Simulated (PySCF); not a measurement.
BClH, SMILES [BH]Cl (connectivity only; charge and spin as stated), charge +1, multiplicity 1. Heavy atoms are numbered as in [BH:1][Cl:2]. Hydrogens are named by the atom that carries them.

Geometry optimised at TPSSh-D3(BJ)/def2-TZVPD. The spin state was assumed, not searched. The isomer is the one that the SMILES or the coordinates give; other isomers of the formula were not compared.

These are PySCF with CAM-B3LYP/def2-TZVPD values and carry that method's errors.

ESP charges are fitted to the potential on shells at 1.4 to 2.0 van der Waals radii. Atomic charges (e), one atom of each kind:

```
atom     ESP fit   IAO
-------  -------  ----
B1 (BH)     0.31  0.44
Cl2         0.46  0.41
H on B1     0.22  0.15
```
